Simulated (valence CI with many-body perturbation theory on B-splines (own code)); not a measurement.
Energy levels of Lu39+

Method: valence CI with perturbative core correlation (CI+MBPT): four valence electrons over a frozen Dirac-Fock core [Ar] 3d10, a basis of 11 s, 11 p, 9 d, 7 f, 5 g, 2 h, 1 i functions for each j, with the one-electron correlation potential Σ1 (screened to all orders), the two-electron term Σ2, the three-electron term Σ3, Breit, model QED; selected single and double excitations, second order for the rest (own B-spline code, finite nucleus).

No measured spectrum was set against this ion. As an estimate, large intervals hold to a few tenths of a per cent, small ones and those within an open d or f shell to about a per cent.

Levels 1 to 45 of 69, with energies above the lowest level, (4s^2 4p1/2^2) J=0. "Leading %" is the weight of the configuration and term that name the level; weights of strongly mixed levels are sums over their largest components and can fall short. In the jj column 3d3/2^4 stands for four electrons in 3d with j = 3/2. Lifetimes count E1, E2, E3, M1 and M2 decay at the calculated energies, and are blank where another channel may lead or the interval is too uncertain; long ones can be off by a factor of two.

```tsv
No.	Configuration	Term	J	E (× 10³ cm⁻¹)	Leading %	Lifetime	Leading jj
1	4s2 4p2	3P	0	0.00	71		4s^2 4p1/2^2 (99 %)
2	4s2 4p2	3P	1	585.44	99	396 ns	4s^2 4p1/2 4p3/2 (99 %)
3	4s2 4p2	1D	2	617.88	62	16.3 μs	4s^2 4p1/2 4p3/2 (99 %)
4	4s2 4p2	3P	2	1227.8	62	223 ns	4s^2 4p3/2^2 (99 %)
5	4s2 4p2	1S	0	1298.4	70	171 ns	4s^2 4p3/2^2 (98 %)
6	4s 4p3	3P°	2	1299.4	44	53.6 ps	4s 4p1/2^2 4p3/2 (96 %)
7	4s 4p3	3D°	1	1410.6	38	3.77 ps	4s 4p1/2^2 4p3/2 (92 %)
8	4s2 4p 4d	3F°	2	1734.7	71	172 ps	4s^2 4p1/2 4d3/2 (96 %)
9	4s 4p3	5S°	2	1828.0	41	443 ps	4s 4p1/2 4p3/2^2 (77 %)
10	4s2 4p 4d	3D°	1	1869.4	51	808 fs	4s^2 4p1/2 4d3/2 (88 %)
11	4s 4p3	3D°	3	1883.0	58	79.6 ps	4s 4p1/2 4p3/2^2 (58 %)
12	4s2 4p 4d	3P°	2	1975.2	35	2.33 ps	4s^2 4p1/2 4d5/2 (70 %)
13	4s 4p3	3P°	0	1977.6	96	5.45 ps	4s 4p1/2 4p3/2^2 (96 %)
14	4s2 4p 4d	3F°	3	1987.4	43	3.51 ps	4s^2 4p1/2 4d5/2 (57 %)
15	4s 4p3	3P°	1	2029.6	51	2.95 ps	4s 4p1/2 4p3/2^2 (90 %)
16	4s 4p3	1D°	2	2054.6	64	1.78 ps	4s 4p1/2 4p3/2^2 (82 %)
17	4s 4p3	3S°	1	2064.8	40	1.38 ps	4s 4p1/2 4p3/2^2 (93 %)
18	4s2 4p 4d	3D°	2	2442.3	51	887 fs	4s^2 4p3/2 4d3/2 (90 %)
19	4s2 4p 4d	3P°	1	2449.3	52	1.05 ps	4s^2 4p3/2 4d3/2 (90 %)
20	4s2 4p 4d	3P°	0	2458.4	95	1.08 ps	4s^2 4p3/2 4d3/2 (95 %)
21	4s 4p2 4d	5F	1	2459.3	46	22.5 ps	4s 4p1/2^2 4d3/2 (96 %)
22	4s2 4p 4d	3F°	3	2461.9	38	1.08 ps	4s^2 4p3/2 4d3/2 (88 %)
23	4s2 4p 4d	1D°	2	2479.4	29	273 ps	4s^2 4p3/2 4d5/2 (62 %)
24	4s 4p2 4d	3D	2	2481.9	27	25.5 ps	4s 4p1/2^2 4d3/2 (90 %)
25	4s2 4p 4d	3F°	4	2499.0	99	469 ns	4s^2 4p3/2 4d5/2 (99 %)
26	4s 4p2 4d	3D	3	2635.6	28	5.10 ps	4s 4p1/2^2 4d5/2 (93 %)
27	4s2 4p 4d	1P°	1	2639.4	48	2.45 ps	4s^2 4p3/2 4d5/2 (76 %)
28	4s2 4p 4d	3D°	3	2641.5	50	1.43 ps	4s^2 4p3/2 4d5/2 (90 %)
29	4p4	3P	2	2665.9	20	5.88 ps	4s 4p1/2^2 4d5/2 (64 %)
30	4s 4p3	3P°	2	2667.3	31	1.41 ps	4s 4p3/2^3 (59 %)
31	4s 4p3	1P°	1	2752.9	32	969 fs	4s 4p3/2^3 (71 %)
32	4p4	3P	2	2799.2	39	1.98 ps	4p1/2^2 4p3/2^2 (57 %)
33	4p4	1S	0	2818.0	53	2.53 ps	4p1/2^2 4p3/2^2 (87 %)
34	4s 4p2 4d	5D	0	2985.5	86	30.7 ps	4s 4p1/2 4p3/2 4d3/2 (96 %)
35	4s 4p2 4d	5D	1	2987.1	56	30.7 ps	4s 4p1/2 4p3/2 4d3/2 (97 %)
36	4s 4p2 4d	5F	2	2991.2	44	9.79 ps	4s 4p1/2 4p3/2 4d3/2 (94 %)
37	4s 4p2 4d	5F	3	3006.0	47	24.3 ps	4s 4p1/2 4p3/2 4d3/2 (92 %)
38	4s 4p2 4d	5F	4	3055.0	32	133 ps	4s 4p1/2 4p3/2 4d3/2 (83 %)
39	4s 4p2 4d	3G	3	3106.8	34	23.4 ps	4s 4p1/2 4p3/2 4d3/2 (63 %)
40	4s 4p2 4d	5D	4	3107.3	51	281 ps	4s 4p1/2 4p3/2 4d5/2 (97 %)
41	4s 4p2 4d	3F	2	3110.8	62	4.24 ps	4s 4p1/2 4p3/2 4d3/2 (77 %)
42	4s 4p2 4d	5P	3	3132.3	32	1.22 ps	4s 4p1/2 4p3/2 4d3/2 (69 %)
43	4s 4p2 4d	5P	2	3150.1	33	941 fs	4s 4p1/2 4p3/2 4d3/2 (88 %)
44	4s 4p2 4d	5P	1	3153.9	29	1.09 ps	4s 4p1/2 4p3/2 4d3/2 (91 %)
45	4s 4p2 4d	3D	1	3171.4	28	1.54 ps	4s 4p1/2 4p3/2 4d3/2 (78 %)
```

The ionisation energy to 4s2 4p 2P°_1/2 of the next ion comes out as 1877.1 eV (NIST: 1875 ± 4 eV (theoretical)). All 69 levels together are meant to be complete up to 3505.1 × 10³ cm⁻¹.
